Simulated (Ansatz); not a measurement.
Geometry optimisation, RKS PBE-D4/def2-SVP in Ansatz.

input.yaml

```yaml
crystal:
  periodic: [false, false, false]
  atoms:
    - { symbol: "N", position_ang: [-0.7043, 1.4698, 1.7308] }
    - { symbol: C, position_ang: [-0.7885, 0.6749, 0.523] }
    - { symbol: C, position_ang: [0.1513, -0.4992, 0.6668] }
    - { symbol: C, position_ang: [0.208, -1.4493, -0.5174] }
    - { symbol: Al, position_ang: [1.0097, -0.7343, -2.1847] }
    - { symbol: H, position_ang: [0.1712, 2.02, 1.7491] }
    - { symbol: H, position_ang: [-1.4518, 2.2611, 1.6097] }
    - { symbol: H, position_ang: [-1.7787, 0.3066, 0.3747] }
    - { symbol: H, position_ang: [-0.5083, 1.3047, -0.3234] }
    - { symbol: H, position_ang: [-0.0916, -1.0663, 1.6194] }
    - { symbol: H, position_ang: [1.2114, -0.1245, 0.8393] }
    - { symbol: H, position_ang: [0.7023, -2.3811, -0.2353] }
    - { symbol: H, position_ang: [-0.9655, -1.7094, -0.7621] }
    - { symbol: H, position_ang: [0.2185, 0.4552, -2.9216] }
    - { symbol: H, position_ang: [2.5944, -0.5792, -2.139] }
basis:
  gaussian: { orbitals: def2-SVP }
hamiltonian:
  xc: pbe
  dispersion: d4
relax:
  f_tol: 0.015
  max_steps: 40
```

Launched with:

```bash
$ ansatz run input.yaml --threads 2 --pin off --max-ram 3072MiB --backend cpu --events-out ev --progress --plain --runs-dir out
```

Q: Where does it end, and by what steps?

A: The forces met the threshold. After 15 steps the energy has fallen by 0.846 eV; H15 moved furthest, 1.12 Å.

```tsv
step	energy less start (eV)	largest force component (eV/Å)	accepted
0	0.0000	3.171	yes
1	-0.6290	1.029	yes
2	-0.7092	0.350	yes
3	-0.7164	0.432	yes
4	-0.7449	0.167	yes
5	-0.7740	0.149	yes
6	-0.7972	0.173	yes
7	-0.8114	0.296	yes
8	-0.8228	0.245	yes
9	-0.8297	0.543	yes
10	-0.8178	0.571	no
11	-0.8440	0.127	yes
12	-0.8455	0.059	yes
13	-0.8458	0.031	yes
14	-0.8463	0.026	yes
15	-0.8464	0.013	yes
```

```xyz
15
Properties=species:S:1:pos:R:3
N -0.603 1.587 1.570
C -0.626 0.657 0.476
C 0.086 -0.664 0.781
C 0.147 -1.543 -0.482
Al 0.776 -0.314 -1.913
H 0.356 1.869 1.807
H -1.141 2.438 1.376
H -1.681 0.456 0.188
H -0.157 1.074 -0.500
H -0.421 -1.152 1.642
H 1.119 -0.429 1.126
H 0.812 -2.418 -0.326
H -0.859 -1.950 -0.724
H -0.045 -0.048 -3.269
H 2.214 0.387 -1.723
```

Whether the end is a true minimum wasn't checked by a vibrational analysis.

Time of the run: 23 s on 2 threads of Intel(R) Xeon(R) 6975P-C (Granite Rapids) (shared host), peak memory 0.18 GiB.
